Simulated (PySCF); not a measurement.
HSSi, charge +1, multiplicity 1. Atoms are numbered in the order given.

```xyz
3

Si     0.0007     1.1317     0.0000
S     -0.0808    -0.9310     0.0000
H      1.2822    -0.9475     0.0000
```
Charge +1, spin multiplicity 1.

Geometry: B3LYP-D3(BJ)/def2-TZVP. The isomer is the one that the SMILES or the coordinates give; other isomers of the formula were not compared.

All values below come from PySCF with PBE/def2-TZVPD.

Symmetry labels are those of the subgroup Cs that the program uses (full group Cs).

Q: List the valence orbital energies around the gap with their symmetry. (The exact figures need the calculation; the answer reports its results.)

A: 
```
orbital  symmetry  energy (eV)
-------  --------  -----------
HOMO−7         A'      -103.27
HOMO−6         A"      -103.17
HOMO−5         A'      -102.98
HOMO−4         A'       -25.42
HOMO−3         A'       -18.45
HOMO−2         A'       -16.67
HOMO−1         A"       -13.81
HOMO           A'       -13.71
LUMO           A'       -10.49
LUMO+1         A"        -9.80
LUMO+2         A'        -6.80
LUMO+3         A'        -6.28
```
